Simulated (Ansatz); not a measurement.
## Energy profile

The step: SnSiH₆ ([SiH3][SnH3]) + HF → SnH₃F ([F][SnH3]) + SiH₄; bonds formed: Sn1–F7, Si2–H6; bonds broken: Sn1–Si2, H6–F7 (atoms numbered as in the saddle structure below).

Sn1  (-0.641, 0.990, -0.859)
Si2  (0.369, -1.059, 1.003)
H3  (-0.824, 0.875, -2.542)
H4  (-0.411, 2.539, -0.212)
H5  (-1.979, 0.211, -0.107)
H6  (1.121, -0.049, -0.285)
F7  (1.515, 0.672, -1.164)
H8  (-0.292, -0.374, 2.147)
H9  (1.655, -1.641, 1.484)
H10  (-0.511, -2.163, 0.536)
(Å)

Electronic energies by CCSD(T) at an estimated basis limit (MP2 extrapolated from triple and quadruple zeta, plus CCSD(T) − MP2 in triple zeta), on PBE0-D4/def2-TZVP structures; SnSiH₇F, singlet; no counterpoise correction. Ansatz 0.2.0; basis: def2-TZVPP and def2-QZVPP; cores frozen in the correlated methods. Filled d shells of the heavier atoms are correlated. Core potentials replace the inner electrons of the atoms past krypton. The def2 sets are not built for correlating such inner shells, so the correlated values are less sure here. Extrapolation: Hartree–Fock as exp(−7.88 √X), correlation as X^−2.97.

Task: Give the profile in kJ/mol, counted from the separated reactants. (An estimate is asked for; the value comes from the calculation.)

Result: Computed:
```tsv
point	kJ/mol
separated: SnSiH₆ (linked as [SiH3][SnH3]; Sn1, Si2, H3, H4, H5, H8, H9, H10; singlet) + HF (H6, F7; singlet)	0.0
start structure	-7.1
saddle	154.7
end structure	-28.6
separated: SnH₃F (linked as [F][SnH3]; Sn1, H3, H4, H5, F7; singlet) + SiH₄ (Si2, H6, H8, H9, H10; singlet)	-22.8
```

No T1 diagnostic of these runs exceeds 0.016.

Steps of this kind, hydrogen fluoride cutting a network bond, underlie vapour etching and the fluorination step of atomic layer etching.

For scale, one of the runs: CCSD(T)/def2-TZVPP, 221 basis functions, launched by `ansatz run in.yaml --threads 4 --pin off --events-out ev --progress --plain --max-ram 9574MiB`. The run took 2 min on 4 CPU threads of an Arm Neoverse V1 (shared host), with 3.7 GiB of host memory at its peak.
